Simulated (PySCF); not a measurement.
**[Tb(H2S)2]3+: from a saddle point downhill**

PySCF 2.14.0, RKS PBE, Tb lcecp-1-SVP with ECP54, S def2-SVP, H def2-SVP; non-relativistic Hamiltonian with scalar-relativistic core potentials where named; density fitting; no spin-orbit coupling. Relaxed within the symmetry of its start, the geometry (C2h) is

```xyz
7

Tb    0.0000    0.0000    0.0000
S     0.0000    0.0111    2.8431
H     1.0443    0.7395    3.3837
H    -1.0443    0.7395    3.3837
S     0.0000   -0.0111   -2.8431
H     1.0443   -0.7395   -3.3837
H    -1.0443   -0.7395   -3.3837
```

and its lowest harmonic modes are -164, -75, -39, 175, 184, 260 cm⁻¹ (negative: unstable). It was moved along the lowest mode and relaxed again, within the group C2 that the move left.

(1) Where does it end, and how much lower?

(2) How do the contacts change?

(3) Is the end a minimum?

An lcecp potential fixes the number of 4f electrons, so in runs with it no electron can move into or out of that shell.

State: singlet in the valence, with the 4f electrons in the core potential.

Answers

(1) In C2, 0.398 eV lower, after 49 steps:
```xyz
7

Tb   -1.3830    0.0000    0.0000
S     0.4246    0.1480    2.1474
H     0.8842    1.4518    2.2321
H    -0.3178    0.1592    3.3181
S     0.4246   -0.1480   -2.1474
H     0.8842   -1.4518   -2.2321
H    -0.3178   -0.1592   -3.3181
```

(2) 
```json
{"contact": "Tb1–S2 (H2S)", "saddle (Å)": "2.843", "end (Å)": "2.811"}
{"contact": "Tb1–S5 (H2S)", "saddle (Å)": "2.843", "end (Å)": "2.811"}
```


(3) Yes, as far as the noise of the softest modes lets one tell (those above −25 cm⁻¹ count as noise); lowest modes 23, 35, 94, 207, 209, 410 cm⁻¹.
